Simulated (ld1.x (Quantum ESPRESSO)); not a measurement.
## LDA (PZ) TM dataset for antimony (Sb), scalar-relativistic all-electron reference.

Sb, norm-conserving Troullier–Martins (Kleinman–Bylander form), made with ld1.x (Quantum ESPRESSO) 7.5 (LDA (PZ), scalar-relativistic). Core [Kr] 4d10, reference 5s2 5p3. Waves: 5s (bound): rc 1.90 bohr; 5p (bound): rc 1.48 bohr; 5d channel at 0.05 Ry: rc 1.95 bohr. Local part: the d channel. Core correction: none.

All-electron outer shells of the reference configuration (LDA (PZ), scalar-relativistic, ld1.x):

```tsv
shell	level (eV)	outermost node (bohr)	outermost maximum (bohr)
4p	-101.60	0.39	0.76
4d	-33.55	0.38	0.84
5s	-13.09	0.95	1.88
5p	-5.00	1.04	2.32
```

What the tests gave:

- Cutoffs needed: 120 Ry and 160 Ry (the cutoffs (Ry, on a coarse ladder) from which the occupation-weighted sum of valence levels, in a spherical-Bessel basis at the reference potential, stays within 10 and 1 mRy of its value at 400 Ry)
- Ghost test: ghost states, extra bound levels that the all-electron valence spectrum of the same l lacks: p at -710.3 eV, s at -467.8 eV; a true bound ghost makes a file unfit for plane-wave use (spherical-Bessel basis up to 400 Ry, 20 bohr box)
- Configuration tests: 2 of 9 tests not solved or not reliable; not counted: 5s2 5p1 (solver errors, printed error -39.1 eV); 5s2 5p0 (solver errors, printed error -12.5 eV)

Generation and tests took about 2.4 s on one core of a shared server CPU.
